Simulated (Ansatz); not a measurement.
These are Ansatz (a quantum-chemistry and plane-wave program) with PBE-D3(BJ)/def2-SVP values and carry that method's errors. No frequencies were computed at this level.

Ansatz 0.2 input:
```yaml
crystal:
  periodic: [false, false, false]
  atoms:
    - { symbol: Hf, position_ang: [0.000002, 0.000002, 0.0] }
    - { symbol: F, position_ang: [1.449463, 0.569906, -0.944117] }
    - { symbol: F, position_ang: [-0.612034, -1.561146, -0.710856] }
    - { symbol: F, position_ang: [-1.312193, 1.26032, -0.082634] }
    - { symbol: F, position_ang: [0.474768, -0.269077, 1.737608] }
basis:
  gaussian: { orbitals: def2-svp }
hamiltonian:
  xc: pbe
  dispersion: d3bj
relax:
  max_steps: 150
```

Output:

```
Functional definition: PBE
906 factors; their error is unknown
mean field evaluation 1: about -12158.2312 eV, gradient 6.7e1 eV
mean field evaluation 2: about -12119.6930 eV, gradient 1.7e2 eV
mean field evaluation 4: about -12164.9446 eV, gradient 2.7e0 eV
mean field evaluation 8: about -12164.8697 eV, gradient 1.5e-1 eV
mean field evaluation 16: about -12164.8698 eV, gradient 1.2e-5 eV
mean field -12164.86976344 eV, -447.0507181614 hartree, gradient 1.2e-5 eV, S^2 0.000000; 0 other end points of the search recorded, 0 dependent functions left out
reference -12164.86983118 eV, -447.0507206511 hartree; 24, 24 occupied and 64, 64 virtual orbitals, 906 factors
relax step   1: F+E_penalty+E_count = -12164.93066976 eV  Δ(F+E_penalty+E_count) = +0.000e0 eV  max|allowed force component| = 3.478e0 eV/Å  Δτ_max = 0.0000 Å  (25 SCF iters, accepted)
these checks for a lower state are left out or cut short: starts, cluster_reference, orbital_swaps, neighbouring_geometries, increment
906 factors; their error is unknown
mean field -12165.50818446 eV, -447.0741797014 hartree, gradient 5.8e-6 eV, S^2 0.000000; 0 other end points of the search recorded, 0 dependent functions left out
reference -12165.50825421 eV, -447.0741822645 hartree; 24, 24 occupied and 64, 64 virtual orbitals, 906 factors
relax step   2: F+E_penalty+E_count = -12165.56701214 eV  Δ(F+E_penalty+E_count) = -6.363e-1 eV  max|allowed force component| = 1.376e-1 eV/Å  Δτ_max = 0.0896 Å  (31 SCF iters, accepted)
these checks for a lower state are left out or cut short: starts, cluster_reference, orbital_swaps, neighbouring_geometries, increment
906 factors; their error is unknown
mean field evaluation 32: about -12165.5096 eV, gradient 5.7e-6 eV
mean field -12165.50961458 eV, -447.0742322571 hartree, gradient 5.7e-6 eV, S^2 0.000000; 0 other end points of the search recorded, 0 dependent functions left out
reference -12165.50968442 eV, -447.0742348239 hartree; 24, 24 occupied and 64, 64 virtual orbitals, 906 factors
relax step   3: F+E_penalty+E_count = -12165.56833789 eV  Δ(F+E_penalty+E_count) = -1.326e-3 eV  max|allowed force component| = 5.704e-3 eV/Å  Δτ_max = 0.0044 Å  (27 SCF iters, accepted)
906 factors; their error is unknown
mean field -12165.50961458 eV, -447.0742322571 hartree, gradient 5.8e-6 eV, S^2 0.000000; 1 other end points of the search recorded, 0 dependent functions left out
reference -12165.50968442 eV, -447.0742348239 hartree; 24, 24 occupied and 64, 64 virtual orbitals, 906 factors
Total energy: -12165.56840774 eV, -447.0763928659 hartree
Atom 0 at     0.000001     0.000001     0.000000 Å, force    -0.000000     0.000000     0.000000 eV/Å
Atom 1 at     1.524299     0.599331    -0.992862 Å, force     0.004759     0.001871    -0.003100 eV/Å
Atom 2 at    -0.643634    -1.641750    -0.747559 Å, force    -0.002009    -0.005125    -0.002334 eV/Å
Atom 3 at    -1.379942     1.325391    -0.086900 Å, force    -0.004308     0.004138    -0.000271 eV/Å
Atom 4 at     0.499281    -0.282969     1.827322 Å, force     0.001559    -0.000883     0.005704 eV/Å
Dipole moment:    -0.000000     0.000000     0.000000 e Å
```

Cost: around 7 core-seconds (rough).
